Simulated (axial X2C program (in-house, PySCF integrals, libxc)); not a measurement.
## Spectroscopic constants of LiSb⁻

All values were computed with an in-house all-electron X2C program for linear molecules (integrals from PySCF). Spin-free means the one-electron spin-free X2C Hamiltonian; two-component (2c) means X2C with spin–orbit coupling and atomic mean-field two-electron Coulomb and Gaunt terms, so the difference of the two also holds small scalar two-electron terms. Basis: Sb dyall-acv3z [12s13p9d5f1g], Li dyall-av3z [9s9p3d] (cores contracted in-house); Gaussian nuclei, density fitting, unrestricted open shells. Masses: Sb 120.904 u, Li 7.016 u.

The run was started with this input:
```json
{"zs": [51, 3], "q": -1, "bas": ["dyall-acv3z", "dyall-av3z"], "levels": ["PBE0", "HF", "TPSSh"], "cc": true, "r0": 2.73, "thr": -1.0, "nmax": 90, "npts": 10, "nst": 2, "ntry": 6}
```
```bash
python so2c.py task.json out
```

Keys: zs atomic numbers; q charge; bas basis sets; levels methods; cc coupled cluster on or off; r0 starting distance in Å; thr threshold in hartree for freezing inner shells (an s shell follows its p shell); nmax most natural virtual spinors; npts points on the curve; nst determinants followed; ntry starts of the search. HF also brings MP2.

State, spin-free: M_S = 1/2, Λ = 1 (beyond evenly filled blocks: π+α, π+β, π-α); electrons by block: σα: 12, σβ: 12, π+α: 6, π+β: 6, π-α: 6, π-β: 5, δ+α: 2, δ+β: 2, δ-α: 2, δ-β: 2. Fragments: Sb- + Li.

State, 2c: Ω = 3/2 (⟨Sz⟩ = 0.48, ⟨Lz⟩ = 1.02 at PBE0); electrons by block: 1/2: 18, -1/2: 18, 3/2: 8, -3/2: 7, 5/2: 2, -5/2: 2. Fragments: Sb- + Li.

```csv
Hamiltonian,level,Re (Å),ωe (cm⁻¹),ωexe (cm⁻¹),De (eV),k (mdyn/Å),μ (D)
spin-free,PBE0,2.547,389.4,4.11,1.36,0.592,0.53
spin-free,HF,2.805,261.2,2.91,0.718,0.267,-7.18
spin-free,CCSD,2.629,346.0,4.28,1.19,0.468,n/a
spin-free,CCSD(T),2.614,359.1,4.48,1.25,0.504,n/a
spin-free,TPSSh,2.556,387.8,3.67,1.43,0.588,0.32
2c,PBE0,2.559,375.3,3.92,1.39,0.55,-0.14
2c,HF,2.800,264.9,2.89,n/a,0.274,-7.58
2c,CCSD,2.650,330.5,3.87,1.17,0.427,n/a
2c,CCSD(T),2.634,341.4,4.04,1.22,0.455,n/a
2c,TPSSh,2.567,374.9,3.45,1.50,0.549,-0.26
```

Correlated methods: 7 electrons correlated (number of frozen shells: Sb 4 s, 3 p, 2 d; Li 1 s), 281 virtual spin orbitals or spinors in MP2, 90 natural virtuals in coupled cluster.

Dipoles are positive if Li is the positive end and refer to the centre of mass.

The state is one determinant whose occupation by symmetry is held fixed; it was picked as the lowest of a PBE0 search that is not exhaustive. Dissociation energies refer to the lowest single-determinant-based atoms at the same level and basis. De is not given where an atomic determinant may have missed its ground term or J level, or where the truncated virtual space spoils (T). Density functionals use the spin component along the axis (collinear). Coupled cluster ran in a truncated set of natural virtual spinors; the MP2 energy of the rest was added. (T) has no such correction and the atoms are truncated less, which lowers De at CCSD(T) by a hundredth of an eV or more. Other states lie close and PBE0, whose exact exchange favours high spin, may order them wrongly; the determinant shown need not be the ground state. The nearest other spin-free determinant of the search, M_S = 3/2, Λ = 0, lies 0.009 eV up at the distance of the search. Without a current term, density functionals place determinants with orbital angular momentum somewhat too high. The highest occupied level of some functionals is positive through self-interaction error; at Hartree–Fock it is bound. The determinant is spin-polarised beyond a pure state at some levels (its spin-free form has ⟨S²⟩ too high), which makes Re and μ there less reliable. The T1 diagnostic is large, a sign of multireference character. With the outer-core shells frozen, correlated bond lengths of heavy atoms tend to come out a few hundredths of an ångström too long. Hartree–Fock gets electron affinities wrong, so its lowest charge split need not be the true one.

No reliable constants came from MP2 (2c), MP2 (spin-free): no minimum in range, unconverged points, a curve that is not smooth, a change of character along it, or the two Hamiltonians disagreeing along it.

Rough cost a point (2c) on 1 thread(s) of a shared host, integrals apart: PBE0 2.3 s, HF 1.6 s, CCSD(T) 4 s, TPSSh 4 s.

The whole task took 4.5 min on 1 thread of Arm Neoverse V1 (shared host).
